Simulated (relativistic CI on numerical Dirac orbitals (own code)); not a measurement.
## Slater and spin-orbit integrals, Ta³⁷⁺

These numbers are calculated, not measured: Dirac-Coulomb-Breit CI, separate exchange-only KLI orbitals for each configuration, a model potential for QED, unscaled Slater integrals (own radial code, finite nucleus).

Slater integrals F^k, G^k are unscaled and averaged over j, outside the closed core [Ar] 3d10; ζ comes from projecting the Hamiltonian with its Breit term on Σ l·s of the shell.

- 4s²4p⁵4d: ζ(4p) = 459080, F^2(4p,4d) = 237130, G^1(4p,4d) = 293510, G^3(4p,4d) = 188400, ζ(4d) = 57845 cm⁻¹; <r>(4p) = 0.4238, <r^2>(4p) = 0.2033, <r>(4d) = 0.4236, <r^2>(4d) = 0.2051 (bohr units).
- 4s4p⁶4d: G^2(4s,4d) = 233150, ζ(4d) = 58147 cm⁻¹; <r>(4s) = 0.4127, <r^2>(4s) = 0.1916, <r>(4d) = 0.4237, <r^2>(4d) = 0.2052 (bohr units).
- 4s²4p⁵4f: ζ(4p) = 457780, F^2(4p,4f) = 241230, G^2(4p,4f) = 188470, G^4(4p,4f) = 139480, ζ(4f) = 9868 cm⁻¹; <r>(4p) = 0.4241, <r^2>(4p) = 0.2036, <r>(4f) = 0.3956, <r^2>(4f) = 0.1768 (bohr units).

Averages of the first 10 configurations, taken without configuration mixing, which lowers the lowest level and can move excited configurations by several eV; other configurations of the list can lie among them:

```csv
Configuration,Parity,States,Average energy above the lowest level (eV)
4s²4p⁶,even,1,0.3
4s²4p⁵4d,odd,60,193.7
4s4p⁶4d,even,20,360.7
4s²4p⁵4f,even,84,388.0
4s4p⁶4f,odd,28,555.3
4p⁶4d4f,odd,140,918.1
4s²4p⁵5s,odd,12,675.0
4p⁶4d²,even,45,725.6
4p⁵4d³,odd,720,915.8
4p⁵4d²4f,even,3780,1105.9
```
